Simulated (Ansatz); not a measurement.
`c1csc(-c2cnc(-c3cnc(-c4cnc(-c5cnc(-c6cncs6)s5)s4)s3)s2)n1`. Charge 0, multiplicity 3. Geometry r2SCAN-D4/def2-SVP, that of the neutral singlet; atoms count from 1.

| atom | x (Å) | y (Å) | z (Å) |
| --- | --- | --- | --- |
| C1 | -5.865 | -2.562 | 7.685 |
| C2 | -6.246 | -3.428 | 6.684 |
| S3 | -5.320 | -3.119 | 5.265 |
| C4 | -4.480 | -1.837 | 6.129 |
| C5 | -3.447 | -1.038 | 5.520 |
| C6 | -2.733 | -0.008 | 6.123 |
| N7 | -1.807 | 0.607 | 5.359 |
| C8 | -1.759 | 0.092 | 4.147 |
| C9 | -0.861 | 0.557 | 3.126 |
| C10 | 0.067 | 1.589 | 3.253 |
| N11 | 0.810 | 1.861 | 2.164 |
| C12 | 0.504 | 1.070 | 1.155 |
| C13 | 1.145 | 1.143 | -0.129 |
| C14 | 2.153 | 2.029 | -0.498 |
| N15 | 2.610 | 1.918 | -1.761 |
| C16 | 1.992 | 0.961 | -2.422 |
| C17 | 2.267 | 0.612 | -3.786 |
| C18 | 1.699 | -0.364 | -4.600 |
| N19 | 2.179 | -0.449 | -5.858 |
| C20 | 3.126 | 0.444 | -6.069 |
| C21 | 3.814 | 0.575 | -7.329 |
| C22 | 3.600 | -0.182 | -8.473 |
| N23 | 4.375 | 0.128 | -9.544 |
| C24 | 5.189 | 1.108 | -9.264 |
| S25 | 5.066 | 1.736 | -7.644 |
| S26 | 3.484 | 1.466 | -4.688 |
| S27 | 0.765 | 0.114 | -1.478 |
| S28 | -0.768 | -0.095 | 1.519 |
| S29 | -2.898 | -1.226 | 3.883 |
| N30 | -4.881 | -1.679 | 7.371 |
| H31 | -6.300 | -2.552 | 8.688 |
| H32 | -7.004 | -4.210 | 6.708 |
| H33 | -2.903 | 0.296 | 7.158 |
| H34 | 0.192 | 2.153 | 4.180 |
| H35 | 2.560 | 2.775 | 0.187 |
| H36 | 0.906 | -1.042 | -4.272 |
| H37 | 2.858 | -0.982 | -8.526 |
| H38 | 5.911 | 1.535 | -9.964 |

Single mean-field runs in def2-TZVP are fitted with def2-universal-jkfit. At PBE0-D4/def2-TZVP a singlet of charge 0 lies 1.76 eV below the triplet at the same geometry.

Q: Estimate the Mulliken populations of the heavy atoms from the PBE0/def2-TZVP orbitals of Ansatz.

A: 
```
atom  charge (e)  spin (α − β)
  C1       -0.09         -0.04
  C2       -0.18          0.10
  S3        0.04          0.03
  C4        0.07         -0.06
  C5        0.12          0.21
  C6       -0.11         -0.06
  N7       -0.20          0.13
  C8        0.13         -0.04
  C9        0.04          0.27
 C10       -0.11          0.08
 N11       -0.20          0.07
 C12        0.16          0.18
 C13        0.01          0.09
 C14       -0.12          0.27
 N15       -0.20         -0.07
 C16        0.22          0.27
 C17       -0.08         -0.07
 C18       -0.11          0.20
 N19       -0.20         -0.06
 C20        0.24          0.15
 C21       -0.08         -0.05
 C22       -0.14          0.10
 N23       -0.18         -0.03
 C24       -0.08          0.07
 S25        0.04          0.00
 S26        0.04          0.01
 S27       -0.03          0.05
 S28       -0.02          0.08
 S29        0.00          0.06
 N30       -0.22          0.08
```
Mulliken values depend strongly on the basis.

Q: Where does the spin sit?

A: Summed by element: C 1.68, S 0.23, N 0.13, H -0.04, of 2 unpaired in all. Largest on single atoms: C16 0.27, C9 0.27, C14 0.27.

Q: And the Mayer bond orders between heavy atoms (over 0.3)?

A: C1–C2 1.63 (1.38 Å); C1–N30 1.35 (1.36 Å); C2–S3 1.24 (1.72 Å); S3–C4 1.27 (1.76 Å); C4–C5 1.03 (1.44 Å); C4–N30 1.58 (1.31 Å); C5–C6 1.42 (1.39 Å); C5–S29 1.21 (1.74 Å); C6–N7 1.46 (1.35 Å); N7–C8 1.44 (1.32 Å); C8–C9 1.14 (1.44 Å); C8–S29 1.22 (1.76 Å); C9–C10 1.28 (1.39 Å); C9–S28 1.21 (1.74 Å); C10–N11 1.56 (1.35 Å); N11–C12 1.35 (1.32 Å); C12–C13 1.22 (1.44 Å); C12–S28 1.17 (1.76 Å); C13–C14 1.28 (1.39 Å); C13–S27 1.20 (1.74 Å); C14–N15 1.51 (1.35 Å); N15–C16 1.42 (1.32 Å); C16–C17 1.09 (1.43 Å); C16–S27 1.17 (1.76 Å); C17–C18 1.40 (1.39 Å); C17–S26 1.24 (1.74 Å); C18–N19 1.44 (1.35 Å); N19–C20 1.49 (1.32 Å); C20–C21 1.02 (1.44 Å); C20–S26 1.25 (1.76 Å); C21–C22 1.54 (1.39 Å); C21–S25 1.22 (1.74 Å); C22–N23 1.36 (1.36 Å); N23–C24 1.66 (1.30 Å); C24–S25 1.30 (1.74 Å).
